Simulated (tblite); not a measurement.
C6H7O3 (doublet state).
Cartesian coordinates in Å at the GFN2-xTB level; atoms count from 1:
```xyz
16
C6H7O3 angstrom
C     -1.0772    2.6372    1.8037
C     -0.4779    1.7954    1.1913
C      0.1538    0.7188    0.5212
C      1.0669    0.9545   -0.4356
O      1.7674    0.0881   -1.1798
C      1.3578   -1.2905   -1.2078
O      0.2301   -1.5329   -1.8119
O     -0.2392   -0.5608    0.9302
C     -1.3392   -1.0699    0.2483
H     -1.5697    3.4073    2.3187
H      1.3440    1.9789   -0.6469
H      1.3689   -1.6508   -0.1480
H      2.2078   -1.7984   -1.7081
H     -1.6830   -1.9531    0.7834
H     -2.1352   -0.3324    0.1190
H     -0.9829   -1.3824   -0.7892
```

All values are computed: GFN2-xTB (tblite) harmonic vibrations without scaling, gas phase. Against measured fundamentals such values can be off by several per cent, at times by over 20. One conformer, not necessarily the lowest. Open shells enter through the occupations alone, without spin polarisation, and single modes of such species can be off by tens of per cent.

Harmonic wavenumbers (cm⁻¹): 54.2, 114.1, 156.4, 205.4, 246.2, 262.1, 299.6, 315.8, 362.0, 397.0, 481.5, 520.7, 561.4, 625.0, 648.5, 682.3, 803.5, 829.8, 848.4, 931.5, 1043.2, 1080.2, 1107.6, 1151.2, 1170.4, 1199.1, 1223.2, 1270.4, 1298.6, 1356.7, 1370.6, 1397.8, 1417.0, 1645.3, 2246.2, 2327.5, 2632.4, 2763.4, 2960.5, 3025.2, 3067.4, 3393.3.

A = 3080, B = 1201, C = 938.1 MHz; mass 127.040 u (most abundant isotopes); point group C1, symmetry number 1; spin multiplicity 2.

Q: Zero-point energy?

A: ½Σν̃ = 24746 cm⁻¹ = 296.03 kJ/mol.

Q: Give the ideal-gas entropy at 500 K and 1 bar in the rigid-rotor, harmonic-oscillator model (classical rotation).

A: Translation 180.02, rotation 127.44, vibration 182.67, spin (R ln 2) 5.76: S = 495.9 J/(mol K).

Q: And Cp and H(500 K) − H(0)?

A: Cp = 217.79 J/(mol K), of which vibrations give 184.53 (their classical limit is 42 R = 349.2); H(500 K) − H(0) = 65.29 kJ/mol without the zero-point energy, 48.66 from vibrations.

Q: How do the functions run with temperature in this model?

A: 
```tsv
T (K)	S (J/(mol K))	Cp (J/(mol K))	H − H(0) (kJ/mol)	G − H(0) (kJ/mol)	ln q(vib)
100	284.0	70.8	4.86	-23.54	1.08
200	347.1	115.0	14.22	-55.21	3.19
300	401.3	154.2	27.71	-92.68	5.53
800	612.3	276.4	140.28	-349.56	17.00
1000	676.8	301.0	198.16	-478.62	21.12
```

q(vib) and H(0) count from the zero-point level.

Q: Which modes carry the vibrational entropy at 500 K?

A: 54.2 cm⁻¹: 23.77; 114.1 cm⁻¹: 17.61; 156.4 cm⁻¹: 15.02; 205.4 cm⁻¹: 12.81; 246.2 cm⁻¹: 11.35; 262.1 cm⁻¹: 10.85 J/(mol K); the other 36 give 91.25 together.

Q: Blend soft modes into free rotors: weight 1/[1 + (100 cm⁻¹/ν̃)⁴] for the oscillator and the rest for a rotor with moment μB/(μ + B), μ = h/(8π²ν), B = 10⁻⁴⁴ kg m². What vibrational entropy results?

A: 174.08 J/(mol K) in place of 182.67, which changes −T·S at 500 K by +4.30 kJ/mol.

Q: What must be added to the electronic energy to get the Gibbs energy at 500 K and 1 bar?

A: ZPE + [H(500 K) − H(0)] − T·S = 296.03 + 65.29 − 247.95 = 113.37 kJ/mol.

Hindered rotation and anharmonicity are outside this model. Other conformers, if any are populated, would add a mixing term that is left out. The structure is chiral; the term R ln 2 for an equal mix with its mirror image is left out.
